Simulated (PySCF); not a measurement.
Point-charge models of `O=C1CC=CO[Si@@H]1CCl` against its computed dipole.

Coordinates (GFN2-xTB, Å) and charges (e) from the PBE0/pcSseg-1 density (PySCF):

```csv
atom,x,y,z,Mulliken,IAO,Hirshfeld,ESP-fitted
O1,-0.464,-2.191,1.334,-0.3385,-0.3757,-0.2221,-0.4559
C2,-0.415,-1.157,0.711,-0.0219,+0.1315,+0.0780,+0.3542
C3,-1.531,-0.743,-0.227,-0.1904,-0.3255,-0.0861,-0.0250
C4,-1.870,0.717,-0.198,-0.2729,-0.2348,-0.0814,-0.2730
C5,-1.006,1.694,0.028,+0.2122,+0.0469,+0.0224,-0.1165
O6,0.317,1.521,0.294,-0.5953,-0.5993,-0.2067,-0.2970
Si7,1.011,0.129,0.788,+1.0349,+1.0905,+0.4228,+0.6655
C8,2.408,-0.305,-0.444,-0.5146,-0.5434,-0.1251,-0.5926
Cl9,1.706,-0.720,-2.033,-0.1583,-0.0948,-0.0491,-0.0883
H10,-1.164,-0.996,-1.231,+0.1840,+0.1771,+0.0443,+0.0698
H11,-2.418,-1.352,-0.038,+0.1467,+0.1655,+0.0526,+0.0745
H12,-2.894,0.976,-0.414,+0.1160,+0.1648,+0.0514,+0.1472
H13,-1.285,2.738,0.015,+0.1063,+0.1636,+0.0568,+0.1747
H14,1.526,0.330,2.137,-0.0791,-0.1265,-0.0668,-0.1167
H15,2.990,-1.164,-0.122,+0.1846,+0.1794,+0.0539,+0.2312
H16,3.082,0.532,-0.611,+0.1862,+0.1806,+0.0551,+0.2479
```

Question: What dipole does each set of charges give (1 e·Å = 4.803 D), and what does the density give?

Answer: The full density gives (0.42, 1.78, 0.02) D, 1.83 D in size; dipole vectors point from the negative to the positive end.

```
    scheme    μx    μy     μz  size (D)  share of the full size (%)  angle to the full dipole (°)
  Mulliken  0.32  2.17   1.17      2.48                         136                            28
       IAO  0.29  1.64   0.67      1.79                          98                            21
 Hirshfeld  0.66  1.38  -0.18      1.55                          85                            14
ESP-fitted  0.47  1.77   0.02      1.83                         100                             1
```

Question: Which set comes closest?

Answer: Length of the difference vector: ESP-fitted 0.04 D, Hirshfeld 0.50 D, IAO 0.67 D, Mulliken 1.21 D. Closest: ESP-fitted. The schemes that divide the density aren't constrained to reproduce the dipole.

Question: What is left for the Hirshfeld atoms' own dipoles?

Answer: The shares of the density sum to the whole, so what Σ q r misses lies in dipoles about the nuclei. The atomic dipoles sum to (0.42, 1.78, 0.02) − (0.66, 1.38, -0.18) = (-0.24, 0.40, 0.20) D, 0.50 D in size.

Question: With the origin at the mean of the coordinates, (0.000, 0.001, -0.001) Å, which are the largest single terms, by size, of the Mulliken dipole along the direction of the full one?

Answer: O6 -4.45, O1 +3.61, Si7 +1.83, C5 +1.44, H11 -1.32 D; all 16 atoms together +2.20 D. The single terms depend on the origin, their sum doesn't.

Question: Give the size of the full dipole in other units.

Answer: 1.83 D = 0.719 au = 0.380 e·Å = 6.09 × 10⁻³⁰ C·m.

Geometry: GFN2-xTB, one conformer, isolated molecule.

The values belong to the conformer `[O:1]=[C:2]1[CH2:3][CH:4]=[CH:5][O:6][Si@@H:7]1[CH2:8][Cl:9]`: O6–Si7–C8–Cl9 -67°.
